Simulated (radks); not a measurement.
Values are calculated unless marked as measured or tabulated.
Effect of the nuclear size on the palladium ion Pd3+, [Kr] 4d7. Level of theory: Dirac Kohn-Sham, LDA (Slater exchange, Perdew-Wang correlation), spin-unpolarised, spherical densities, finite nucleus; open shells fill j = l - 1/2 first; Fermi nuclear charge, rms radius 4.5318 fm (a radial shooting solver on a logarithmic mesh with Libxc functionals). The rms radius is varied about that value; shifts are against it.

rms radius (fm),total energy shift (eV),density at nucleus (e/bohr^3),1s1/2 shift (meV),2s1/2 shift (meV),4s1/2 shift (meV),4p1/2 shift (meV),5s1/2 (empty) shift (meV)
3.8294,-0.716,1.352e+05,-302,-33.4,-1.18,0.056,-0.185
4.1783,-0.373,1.336e+05,-157,-17.4,-0.614,0.029,-0.097
4.5318,0,1.322e+05,0.000,0.000,0.000,0.000,0.000
4.6859,0.171,1.317e+05,72.1,7.99,0.281,-0.013,0.044
5.4427,1.08,1.291e+05,456,50.6,1.78,-0.085,0.280

Slopes of the eigenvalues against <r^2> in GHz/fm^2, as finite differences over the two radii next to the reference (eigenvalue slopes, not the field-shift constants of lines): 1s1/2 12300, 2s1/2 1370, 4s1/2 48.1, 4p1/2 -2.30, 5s1/2 (empty) 7.57.
